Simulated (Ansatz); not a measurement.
Species: sum formula SiNH4, charge 0, multiplicity 2. SMILES: [NH][SiH3]
Geometry from a B3LYP-D3(BJ)/def2-TZVP (Ansatz, a quantum-chemistry and plane-wave program) optimisation:
```
Si
N 1 1.7545
H 2 1.0233 1 112.94
H 1 1.4766 2 109.05 3 -171.64
H 1 1.4867 4 109.54 2 -122.57
H 1 1.4875 4 109.53 5 -119.05
```
Charge 0, spin multiplicity 2.

PBE beside other levels, property by property. Cores are frozen in the correlated levels unless marked. UHF or UKS for open shells. Spin-orbit coupling is left out. Non-relativistic. Basis-set limits of correlation are two-point, X^-3; Hartree-Fock from the larger set. The bracket is a focal-point correction in the basis named. Atomisation energies are electronic, to ground-state atoms; the column to compare with has the core term from cc-pwCVTZ added, other frozen-core levels have none. Vertical energies are electronic, to the SCF solution reached for that spin. Anions need diffuse functions, of which def2-TZVPD holds fewer than the aug- sets. The coupled-cluster column (Ansatz) is a level with limits of its own: RI-MP2/CBS(aug-cc-pV(T+d)Z,aug-cc-pV(Q+d)Z)+[CCSD(T)-MP2]/aug-cc-pV(T+d)Z.

```json
[
 {"property": "atomisation energy (kcal/mol)", "B3LYP-D3(BJ)/def2-TZVPD (Ansatz + dftd3)": "405.9", "B2PLYP/def2-TZVPD (Ansatz)": "395.3", "CCSD(T)/aug-cc-pV(T+d)Z (Ansatz)": "390.1", "coupled cluster": "401.3"},
 {"property": "vertical electron affinity to the singlet (eV)", "B3LYP-D3(BJ)/def2-TZVPD (Ansatz + dftd3)": "1.60", "B2PLYP/def2-TZVPD (Ansatz)": "1.60", "CCSD(T)/aug-cc-pV(T+d)Z (Ansatz)": "1.67", "coupled cluster": "1.77"},
 {"property": "vertical ionisation energy to the triplet (eV)", "B3LYP-D3(BJ)/def2-TZVPD (Ansatz + dftd3)": "10.49", "B2PLYP/def2-TZVPD (Ansatz)": "10.52", "CCSD(T)/aug-cc-pV(T+d)Z (Ansatz)": "10.57", "coupled cluster": "10.69"}
]
```

Question: What does PBE/def2-TZVPD (Ansatz) give for each property, and on which side of coupled cluster does it fall?

Answer: 
- atomisation energy: PBE lies 1.5 kcal/mol below coupled cluster; PBE gives 399.8 kcal/mol.
- vertical electron affinity to the singlet: PBE lies 0.10 eV below coupled cluster; PBE gives 1.67 eV.
- vertical ionisation energy to the triplet: PBE lies 0.44 eV below coupled cluster; PBE gives 10.25 eV.
